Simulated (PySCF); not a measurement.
n-SiSiSiSiSiH12.
Cartesian coordinates in Å at the PBE0-D3(BJ)/def2-SVP level; atoms count from 1:
```xyz
17
Si5H12 angstrom
Si     0.052    1.081    2.359
Si     1.385   -0.518    1.275
Si     0.001   -1.913   -0.005
Si    -1.394   -0.519   -1.274
Si    -0.058    1.090   -2.339
H     -0.972    0.393    3.205
H      0.878    1.976    3.227
H     -0.658    1.913    1.339
H      2.175   -1.299    2.278
H      2.341    0.181    0.358
H     -0.803   -2.802    0.892
H      0.823   -2.767   -0.921
H     -2.358    0.171   -0.358
H     -2.174   -1.303   -2.283
H      0.613    1.938   -1.307
H      0.995    0.409   -3.153
H     -0.874    1.967   -3.234
```

The closed-shell ground state was solved at several levels (PySCF, density fitting, gas phase, non-relativistic).

| level | basis functions | total energy (Eh) | HOMO (eV) | LUMO (eV) | gap (eV) | dipole (D) |
| --- | --- | --- | --- | --- | --- | --- |
| PBE0/pcSseg-1 | 180 | -1453.9914 | -7.98 | -0.34 | 7.64 | 0.13 |
| PBE0/def2-SVPD | 216 | -1453.5957 | -7.87 | -0.41 | 7.46 | 0.10 |

(1) Estimate the row for KT2/pcSseg-1, a basis of 180 functions; the other rows only guide the guess.

(2) Over all these levels, which gives the widest orbital gap and which the narrowest?

(3) How far do the dipole and the HOMO energy spread over the levels?

## Answers

(1) Total energy -1467.3451 Eh, HOMO -7.00 eV, LUMO -1.18 eV, gap 5.82 eV, dipole 0.11 D.

(2) PBE0/pcSseg-1 (global hybrid, 25 % exact exchange) has the widest, 7.64 eV, and KT2/pcSseg-1 (GGA) the narrowest, 5.82 eV. The two share the basis. From the narrowest to the widest the HOMO moves by -0.98 eV and the LUMO by +0.84 eV.

(3) The dipole runs from 0.10 to 0.13 D (mean 0.11 D) and the HOMO from -7.98 to -7.00 eV.

One conformer stands for the species.
